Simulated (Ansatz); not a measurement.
Geometry optimisation, Ansatz 0.2.0, RKS PBE0-D4/6-31G*.

Input file:

```yaml
crystal:
  periodic: [false, false, false]
  atoms:
    - { symbol: Al, position_ang: [0.0, 0.0, 0.0] }
    - { symbol: H, position_ang: [0.0, 0.0, 1.91] }
    - { symbol: O, position_ang: [1.5415, 0.0, -0.89] }
    - { symbol: H, position_ang: [1.8414, -0.9519, -1.0449] }
    - { symbol: H, position_ang: [-1.351, 0.0, -0.78] }
    - { symbol: O, position_ang: [0.0932, 1.9717, 0.6559] }
    - { symbol: Si, position_ang: [0.6908, 2.464, 2.1468] }
    - { symbol: H, position_ang: [1.0856, 1.2931, 2.9244] }
    - { symbol: H, position_ang: [1.8507, 3.3277, 1.9459] }
    - { symbol: H, position_ang: [-0.3439, 3.1998, 2.8677] }
    - { symbol: H, position_ang: [0.0471, 0.9963, 1.8084] }
basis:
  gaussian: { orbitals: "6-31G*" }
hamiltonian:
  xc: pbe0
  dispersion: d4
relax:
  f_tol: 0.15
  max_steps: 25
  restrain:
    - { distance: [0, 5], at: 1.78, k: 30.0 }
    - { distance: [10, 1], at: 0.66, k: 30.0 }
    - { distance: [0, 1], at: 2.76, k: 30.0 }
    - { distance: [10, 5], at: 2.21, k: 30.0 }
```

Launched with:

```bash
$ ansatz run input.yaml --threads 1 --pin off --max-ram 2048MiB --backend cpu --events-out ev --progress --plain --runs-dir out
```

Q: Where does it end, and by what steps?

A: The forces met the threshold. The restraints hold the end off the free minimum; the threshold counts their pulls, which the force column leaves out. Restrained pairs: Al1–O6 (2.08 → 1.75 Å), H2–H11 (1.00 → 0.71 Å), Al1–H2 (1.91 → 2.76 Å), O6–H11 (1.51 → 2.22 Å). After 14 steps the energy has fallen by 3.560 eV (the restraints' own energy left out); H11 moved furthest, 1.36 Å.

| step | energy less start (eV) | largest force component (eV/Å) | accepted |
| --- | --- | --- | --- |
| 0 | 0.0000 | 3.679 | yes |
| 1 | -0.7876 | 4.643 | yes |
| 2 | -1.6621 | 3.981 | yes |
| 3 | -2.6164 | 2.714 | yes |
| 4 | -3.1635 | 1.954 | yes |
| 5 | -3.3360 | 1.372 | yes |
| 6 | -3.4198 | 1.120 | yes |
| 7 | -3.4993 | 1.254 | yes |
| 8 | -3.5396 | 1.347 | yes |
| 9 | -3.5591 | 1.333 | yes |
| 10 | -3.5584 | 1.524 | yes |
| 11 | -3.5754 | 0.857 | no |
| 12 | -3.5632 | 1.416 | yes |
| 13 | -3.5586 | 1.477 | no |
| 14 | -3.5602 | 1.522 | yes |

```xyz
11
Properties=species:S:1:pos:R:3
Al 0.128 0.523 -0.178
H -0.613 -0.922 2.053
O 1.682 -0.076 -0.537
H 1.808 -0.685 -1.270
H -1.170 0.093 -0.965
O 0.007 1.716 1.090
Si 0.843 2.723 2.084
H 1.567 1.955 3.139
H 1.843 3.537 1.334
H -0.108 3.653 2.755
H -0.533 -0.215 2.039
```

Time of the run: 65 s on 1 thread of Arm Neoverse V1, with other jobs on the host, peak memory 0.16 GiB.
